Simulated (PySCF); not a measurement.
GeH6Si, SMILES [SiH3][GeH3] (connectivity only; charge and spin as stated), charge +1, multiplicity 2. Atoms are numbered in the order given.

```xyz
8

Si     0.0000     0.0000     1.8968
Ge     0.0000     0.0000    -0.9224
H      0.0000    -1.4564     2.1015
H      1.2612     0.7282     2.1015
H     -1.2612     0.7282     2.1015
H     -1.3108    -0.7568    -1.1142
H      0.0000     1.5135    -1.1142
H      1.3108    -0.7568    -1.1142
```
Charge +1, spin multiplicity 2.

The structure is a stationary point at B3LYP-D3(BJ)/def2-TZVP. The multiplicity is an assumed one; other spin states were not compared.

The numbers are results of TDA-PBE/def2-SVPD run with PySCF 2.14.0, not measurements.

Vertical excitations; the highest root listed may be one member of a degenerate set. Gas-phase values at a fixed geometry.

Computed excitation energies, oscillator strengths and character:
| state | energy (eV) | λ (nm) | f | main pairs |
|---|---|---|---|---|
| root 1 | 2.98 | 415 | 0.000 | β HOMO→LUMO (degenerate set) |
| root 2 | 2.98 | 415 | 0.000 | β HOMO−1→LUMO (degenerate set) |
| root 3 | 3.42 | 362 | 0.004 | β HOMO−2→LUMO (degenerate set) |
| root 4 | 3.42 | 362 | 0.004 | β HOMO−3→LUMO (degenerate set) |
| root 5 | 5.68 | 218 | 0.385 | α HOMO→LUMO 90 %, β HOMO−4→LUMO 5 % |
| root 6 | 6.19 | 200 | 0.001 | α HOMO→LUMO+1 97 % |
| root 7 | 6.83 | 182 | 0.001 | α HOMO−1→LUMO, β HOMO→LUMO+1 (degenerate set) |
| root 8 | 6.83 | 182 | 0.001 | α HOMO−2→LUMO, β HOMO−1→LUMO+1 (degenerate set) |
| root 9 | 7.30 | 170 | 0.002 | α HOMO−3→LUMO, α HOMO→LUMO+3, β HOMO−2→LUMO+1, β HOMO→LUMO+1 (degenerate set) |
| root 10 | 7.30 | 170 | 0.002 | α HOMO−4→LUMO, α HOMO→LUMO+4, β HOMO−3→LUMO+1, β HOMO−1→LUMO+1 (degenerate set) |
Unrestricted roots are not spin-pure.
